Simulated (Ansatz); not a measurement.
Cartesian coordinates (Å):
SMILES: Bc1cc(F)c2cccccc1-2
```xyz
20

B      3.0618    -0.8429    -0.2135
C      1.8900     0.1154    -0.1453
C      1.9746     1.5403    -0.1823
C      0.6984     2.0823    -0.0976
F      0.3939     3.3837    -0.1026
C     -0.2715     1.0607    -0.0024
C     -1.6495     1.2635     0.0972
C     -2.6575     0.3066     0.1940
C     -2.5292    -1.0915     0.2147
C     -1.3827    -1.8828     0.1453
C     -0.0386    -1.4895     0.0352
C      0.4921    -0.2079    -0.0327
H      4.1871    -0.4124    -0.3079
H      2.9055    -2.0413    -0.1759
H      2.8971     2.1149    -0.2643
H     -1.9659     2.3114     0.0984
H     -3.6785     0.6919     0.2628
H     -3.4713    -1.6428     0.2979
H     -1.5531    -2.9626     0.1818
H      0.6972    -2.2972    -0.0030
```
Charge 0, multiplicity 1.

The numbers are results of frozen-core CCSD(T)/cc-pVDZ // B3LYP-D3(BJ)/def2-SVP (Ansatz, a quantum-chemistry and plane-wave program), not measurements. The restricted HF reference is unstable towards unrestricted orbitals.

```json
{
 "HF energy": "-507.43235 Ha",
 "MP2 correlation energy": "-1.56782 Ha"
}
```

Question: Estimate the CCSD correlation energy, the (T) correction, the total energy and the T1 diagnostic.

Answer: 
```json
{
 "CCSD correlation energy": "-1.61854 Ha",
 "(T) correction": "-0.07563 Ha",
 "CCSD(T) total energy": "-509.12652 Ha",
 "T1 diagnostic": "0.013"
}
```
